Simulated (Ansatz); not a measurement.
Input and output for `F[CH]1[GaH][Se]1`.

```yaml
crystal:
  periodic: [false, false, false]
  atoms:
    - {symbol: F, position_ang: [1.042184, -1.471038, -0.554772]}
    - {symbol: C, position_ang: [0.336233, -0.307089, -0.657397]}
    - {symbol: Ga, position_ang: [-0.187082, 0.671297, 0.945256]}
    - {symbol: Se, position_ang: [-1.651069, -0.534247, -0.341563]}
    - {symbol: H, position_ang: [0.522330, 0.148165, -1.626057]}
    - {symbol: H, position_ang: [-0.062586, 1.492912, 2.234532]}
basis:
  gaussian: {orbitals: STO-3G}
magnetization: {spin_polarized: true, initial_magnetization: 2}
hamiltonian: {xc: {name: HF}}
correlation: {active_space: {window: {electrons: 6, orbitals: 2}}}
output: {forces: true}
```

```sh
$ ansatz run in.yaml --threads 4 --pin off --events-out ev --progress --plain --max-ram 10444MiB
```

Shortened log:

```
Error: invalid value for `correlation.active_space`: it starts from restricted Hartree–Fock orbitals; set hamiltonian.xc: hf without magnetization.spin_polarized
```
